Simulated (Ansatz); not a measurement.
Reactions of `N[SiH2]C(F)[SiH3]`.

Calculated with Ansatz (gas phase, PBE0-D4/def2-TZVP geometries, no zero-point term in ΔE). CCSD(T)/CBS is the MP2 limit (def2-TZVPP, def2-QZVPP) plus CCSD(T) − MP2 in def2-TZVPP, frozen cores. This one scheme is used for every species. DFT in def2-TZVPP. B3LYP here is the variant with VWN-RPA as its local correlation; programs differ in this. def2 core potentials past Kr. For Te outer-core shells are correlated without core-valence functions, which leaves a few kJ/mol of doubt a bond. One conformer a species, not always the lowest.

| reaction | CCSD(T)/CBS(def2) (kJ/mol) |
| --- | --- |
| `N[SiH2]C(F)[SiH3]` + `C=N` → `C=N[SiH2]N` + `FC[SiH3]` | ? |
| `N[SiH2]C(F)[SiH3]` + `O[SiH2]F` → `N[SiH2][SiH](O)F` + `FC[SiH3]` | 14 |
| `N[SiH2]C(F)[SiH3]` + H₂Te → `N[SiH2]C(F)[TeH]` + SiH₄ | 6 |
| `N[SiH2]C(F)[SiH3]` + `NC(O)(F)F` → `NC(F)(F)O[SiH3]` + `N[SiH2]CF` | ? |
| `N[SiH2]C(F)[SiH3]` + `N[Si](O)(F)F` → `N[SiH2]O[Si](N)(F)F` + `FC[SiH3]` | -135 |
| `N[SiH2]C(F)[SiH3]` + PH₃ → `N[SiH2]P` + `FC[SiH3]` | -22 |

Question: Fill in the missing values. (An estimate is asked.)

Answer: Computed: `N[SiH2]C(F)[SiH3]` + `C=N` → `C=N[SiH2]N` + `FC[SiH3]`: -52.5 kJ/mol; `N[SiH2]C(F)[SiH3]` + `NC(O)(F)F` → `NC(F)(F)O[SiH3]` + `N[SiH2]CF`: -94.5 kJ/mol.

Largest T1 diagnostic: 0.013, for PH₃.
